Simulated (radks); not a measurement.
The numbers below are computed, except where a source is named.
Mean orbital radii <r> (bohr) of the copper ion Cu+, [Ar] 3d10, of relativity; Dirac values are averaged over j with weights 2j + 1. Spin-unpolarised spherical Kohn-Sham, PBEsol, point nucleus unless stated (finite: rms radius 3.8823 fm), a radial shooting solver on a logarithmic mesh with Libxc functionals. A level marked "c x" has the speed of light scaled by that factor and shares open shells by 2j + 1; other Dirac levels either fill j = l - 1/2 first or share by 2j + 1.

| shell | non-rel. |
|---|---|
| 1s | 0.05294 |
| 2s | 0.2388 |
| 2p | 0.2079 |
| 3s | 0.7238 |
| 3p | 0.7558 |
| 3d | 1.008 |
| 4s (empty) | 2.630 |
| 4p (empty) | 3.489 |

Give the values at the level "Dirac, 2j+1 shares, finite nucleus".

Answer. 
shell       Dirac, 2j+1 shares, finite nucleus  change of magnitude (%)
1s                                     0.05216                    -1.46
2s                                      0.2351                    -1.55
2p                                      0.2064                    -0.70
3s                                      0.7132                    -1.46
3p                                      0.7510                    -0.63
3d                                       1.014                    +0.57
4s (empty)                               2.585                    -1.70
4p (empty)                               3.460                    -0.84
